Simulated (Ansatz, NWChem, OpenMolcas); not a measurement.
**CH2BrI (bromoiodomethane): a line through the functionals**

CH2BrI: 5 atoms, total charge 0, spin state singlet. SMILES: `BrCI`. Geometry: relaxed at PBE0-D4/def2-TZVP.

The HOMO–LUMO gap y, in eV, basis def2-SVP with a core potential; a is the functional's share of exact exchange. Programs: Ansatz 0.2.0, NWChem 7.3.0, OpenMolcas 26.06.

| functional | program | a | y (eV) |
| --- | --- | --- | --- |
| PBE | NWChem | 0 | 4.07 |
| revPBE | NWChem | 0 | 4.10 |
| B3LYP | OpenMolcas | 0.2 | ? |
| PBE0 | Ansatz | 0.25 | 6.14 |
| BHLYP | NWChem | 0.5 | 8.13 |

**Question.** Fit y = c + s·a to the known rows and predict B3LYP.

**Answer.** 
1. Means of the 4 rows: a = 0.1875, y = 5.610.
2. Σ(Δa)² = 0.17188, Σ(Δa·Δy) = 1.3925, so the slope is 1.3925/0.17188 = 8.1016.
3. Intercept: 5.610 − (8.1016) × 0.1875 = 4.091. The largest residual of the fit is 0.024.
4. B3LYP: 4.091 + (8.1016) × 0.2 = 5.71 eV.

The run gave 5.66 eV, so the prediction is off by +0.05 eV, more than the scatter of the fit. Exact exchange lowers occupied levels and raises empty ones.
